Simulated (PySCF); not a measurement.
C2Cl2F2, SMILES F/C(Cl)=C(/F)Cl.

Coordinates come from a B3LYP-D3(BJ)/def2-SVP optimisation.

Computed with TDDFT-CAM-B3LYP/def2-SVPD in PySCF.

Vertical excitations. Isolated molecule, no solvent. State labels are in the subgroup C2h.

Computed excitation energies, oscillator strengths and character:
```
state  symmetry  energy (eV)  λ (nm)      f                            main pairs
-----  --------  -----------  ------  -----  ------------------------------------
S1           Bg         5.64     220  0.000                        HOMO→LUMO 90 %
S2           Au         6.73     184  0.001                      HOMO→LUMO+2 89 %
S3           Bu         6.83     181  0.476                      HOMO→LUMO+1 97 %
S4           Au         7.40     167  0.003                      HOMO→LUMO+3 79 %
S5           Bg         7.50     165  0.000    HOMO→LUMO+4 64 %, HOMO→LUMO+8 23 %
S6           Bu         8.12     153  0.050                      HOMO−1→LUMO 79 %
S7           Bg         8.16     152  0.000                    HOMO−1→LUMO+1 99 %
S8           Ag         8.36     148  0.000  HOMO−2→LUMO 67 %, HOMO−1→LUMO+2 14 %
S9           Bg         8.46     146  0.000                      HOMO→LUMO+5 81 %
S10          Ag         8.57     145  0.000                      HOMO→LUMO+6 96 %
T1           Bu         3.95     314      0                      HOMO→LUMO+1 93 %
T2           Bg         5.11     242      0                        HOMO→LUMO 88 %
T3           Au         6.32     196      0                      HOMO→LUMO+2 71 %
T4           Bg         6.98     178      0    HOMO→LUMO+4 52 %, HOMO→LUMO+8 29 %
```
Triplets are in the Tamm–Dancoff approximation, which puts them higher than full response would, so one can lie above its singlet here.
